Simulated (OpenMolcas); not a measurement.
**P: CASPT2 settings compared**

```json
{"Program": "OpenMolcas 26.06", "Basis": "ANO-R2 [5s4p3d1f]", "Scalar Hamiltonian": "X2C, finite nucleus", "Active space": "3 electrons in 3 orbitals (3p)", "State averaging": "2S+1 = 4 odd, 1 root; 2S+1 = 2 odd, 8 roots kept (CI in the orbitals of an earlier block)", "Spin-orbit coupling": "state interaction with AMFI integrals over the reference wave functions, term energies averaged over their components"}
```

Methods on the same reference wave functions:
A. CASSCF
B. SS-CASPT2, IPEA 0.1 Eh, sigma1 regulariser 0.3 Eh (closed shells correlated: 3s)
C. SS-CASPT2, IPEA 0.3 Eh, no level shift (closed shells correlated: 2s 2p 3s)
D. XMS-CASPT2, IPEA 0.1 Eh, real shift 0.4 Eh (closed shells correlated: 2s 2p 3s)

Energies in cm⁻¹ above 3s² 3p³ ⁴S°_3/2, the measured ground level; measured values from NIST Handbook of Basic Atomic Spectroscopic Data.

```csv
Level,A,B,C,D,Measured
3s² 3p³ ⁴S°_3/2,0.0,0.0,0.0,0.0,0.0
3s² 3p³ ²D°_3/2,15590,12520,12170,12500,11361
3s² 3p³ ²D°_5/2,15597,12530,12170,12510,11377
3s² 3p³ ²P°_1/2,25993,21010,20630,21230,18723
3s² 3p³ ²P°_3/2,26002,21020,20640,21240,18748
```

Deviations, from unrounded energies. A percentage is the sum of absolute deviations over the sum of measured energies, with the sign that they share, or ± where signs differ.

```json
{"Against measurement": "mean absolute deviation (cm-1)", "Levels": "4", "A": "5700", "B": "1700", "C": "1300", "D": "1800"}
{"Against measurement": "other terms of the ground configuration (%)", "Levels": "4", "A": "+38.2", "B": "+11.4", "C": "+9.0", "D": "+12.1"}
```

C lies closest to measurement on these levels and A furthest from it. The largest miss of C in the table is 3s² 3p³ ²P°_1/2, by +1900 cm-1. The ranking rests on the paired levels alone, and a cruder setting can come out closer through cancelling errors.

Among B to D the level of the table that moves most is 3s² 3p³ ²P°_1/2, by 610 cm-1 (lowest in C, highest in D). Moves below CASPT2's spread within the term are not significant.

The mean deviations of B to D differ by less than CASPT2's widest spread within a term (860 cm-1), so their order carries little weight.

From A to B the spin-free energies of the other terms of 3s² 3p³ shown, above ⁴S°, scale by factors of 0.80 to 0.81.

The lowest spin-free term lies below A's lowest term by 0.089 hartree in B, 0.280 hartree in C, 0.286 hartree in D.

Term energies are means over components that CASPT2 splits; among the terms shown or strongly mixed into the levels shown the widest spread is 860 cm-1 (3s² 3p³ ²D°, D). Terms from blocks run as CI alone lack orbitals of their own. With the s shell closed, the reference lacks s² → p² mixing. Without dynamic correlation excited terms often stand tens of per cent too high (terms of higher spin than the ground term too low), and those without a measured partner can miss by more than the paired ones (holds for A). Computed and measured levels are paired by configuration, term and J; levels that our copy of the source lacks, or whose pairing is in doubt (as where it misses far off the trend of its configuration), stay unpaired and out of the deviations. Only configurations of the active space appear.

° marks odd parity.
